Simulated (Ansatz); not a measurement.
This geometry of CH$_{6}$NPSi (10 atoms, charge 0, multiplicity 1) is a first-order saddle point.

These are results of RKS revPBE-D4/def2-SVP in Ansatz 0.2.0, not measurements.

```xyz
10
Properties=species:S:1:pos:R:3
P -1.848 0.898 -0.589
Si 0.134 0.500 0.211
C 0.904 -1.124 0.705
N 1.198 -0.555 -0.662
H -2.620 -0.018 -1.332
H -2.493 2.142 -0.420
H 0.556 1.762 0.902
H 1.719 -1.108 1.460
H 0.364 -2.093 0.700
H 2.170 -0.455 -0.972
```

(1) Which two structures does it join? (They come from a converged band through this point; their orientation in space is the band's.)

(2) How far does it lie above each of them?

Answers

(1) No bond is made or broken. The height of P1 over the plane of its neighbours goes from -0.89 to 0.89 Å.

Image 0:

```xyz
10
Properties=species:S:1:pos:R:3
P -2.153 0.953 -0.070
Si 0.035 0.579 0.375
C 0.784 -1.114 0.601
N 0.962 -0.442 -0.730
H -2.171 -0.155 -0.991
H -1.866 1.907 -1.114
H 0.704 1.711 1.101
H 1.666 -1.197 1.268
H 0.190 -2.048 0.569
H 1.932 -0.245 -1.006
```

Image 10:

```xyz
10
Properties=species:S:1:pos:R:3
P -2.033 0.441 -0.859
Si -0.024 0.399 0.173
C 0.873 -1.201 0.520
N 1.229 -0.470 -0.736
H -2.700 0.933 0.324
H -1.841 1.777 -1.374
H 0.377 1.579 1.013
H 1.605 -1.201 1.354
H 0.404 -2.191 0.360
H 2.193 -0.117 -0.772
```

(2) 1.01 eV above the first and 1.01 eV above the second. This is the barrier of this one path; another mechanism may lie lower.

The run took 17 min on 1 thread of Arm Neoverse V1 (shared host), peak memory 0.13 GiB.
